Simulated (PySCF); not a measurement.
C2H10N2Si2. Atoms are numbered in the order given.

```xyz
16

C      3.1617    -0.2068    -0.2634
N      1.7685    -0.5998    -0.3336
Si     0.4124     0.1987     0.3772
N     -0.8231    -0.8916     0.9477
C     -2.1485    -0.5115     0.4298
Si    -1.5431     0.9094    -0.7364
H      3.2949     0.5433     0.5319
H      3.5395     0.2436    -1.2016
H      3.8195    -1.0610    -0.0180
H      1.5797    -1.3308    -1.0136
H      1.0563     1.1380     1.3511
H     -0.7654    -1.6438     1.6297
H     -2.6571    -1.3383    -0.1007
H     -2.8408    -0.1452     1.2118
H     -2.1766     2.2376    -0.4731
H     -1.7174     0.5931    -2.1875
```
Charge 0, spin multiplicity 1.

Geometry: B3LYP-D3(BJ)/def2-SVP. The structure was generated by enumeration; whether it is a known compound was not checked. One conformer was computed; it need not be the lowest.

Method: PBE/def2-TZVP in PySCF.

ESP charges are fitted to the potential on shells at 1.4 to 2.0 van der Waals radii. Atomic charges (e):

| atom | Mulliken | Löwdin | ESP fit |
|---|---|---|---|
| C1 | ___ | -0.37 | -0.19 |
| N2 | ___ | -0.10 | -0.42 |
| Si3 | ___ | 0.01 | 0.32 |
| N4 | -0.36 | -0.08 | -0.53 |
| C5 | -0.19 | -0.44 | -0.05 |
| Si6 | 0.00 | 0.19 | 0.02 |
| H7 | ___ | 0.12 | 0.10 |
| H8 | ___ | 0.11 | 0.08 |
| H9 | ___ | 0.11 | 0.08 |
| H10 | ___ | 0.17 | 0.29 |
| H11 | -0.06 | -0.04 | -0.06 |
| H12 | 0.19 | 0.15 | 0.30 |
| H13 | 0.10 | 0.12 | 0.06 |
| H14 | 0.10 | 0.12 | 0.07 |
| H15 | ___ | -0.03 | -0.04 |
| H16 | ___ | -0.03 | -0.04 |

### Question
Fill in the missing entries. (The exact figures need the calculation; the answer reports its results.)

### Answer

- C1, Mulliken: -0.27
- N2, Mulliken: -0.35
- Si3, Mulliken: 0.31
- H7, Mulliken: 0.12
- H8, Mulliken: 0.12
- H9, Mulliken: 0.12
- H10, Mulliken: 0.20
- H15, Mulliken: -0.02
- H16, Mulliken: -0.02

Computed Mayer and Wiberg (Löwdin basis) orders of the bonds:
| bond | Mayer | Wiberg |
|---|---|---|
| C1–N2 | 0.99 | 1.43 |
| N2–Si3 | 1.19 | 1.46 |
| Si3–N4 | 1.22 | 1.40 |
| N4–C5 | 1.00 | 1.35 |
| Si3–Si6 | 0.88 | 1.00 |
| C5–Si6 | 0.95 | 1.11 |
| C1–H7 | 0.97 | 0.91 |
| C1–H8 | 0.96 | 0.93 |
| C1–H9 | 0.96 | 0.93 |
| N2–H10 | 0.91 | 0.89 |
| Si3–H11 | 0.89 | 0.89 |
| N4–H12 | 0.90 | 0.91 |
| C5–H13 | 0.94 | 0.89 |
| C5–H14 | 0.94 | 0.89 |
| Si6–H15 | 0.93 | 0.94 |
| Si6–H16 | 0.93 | 0.94 |
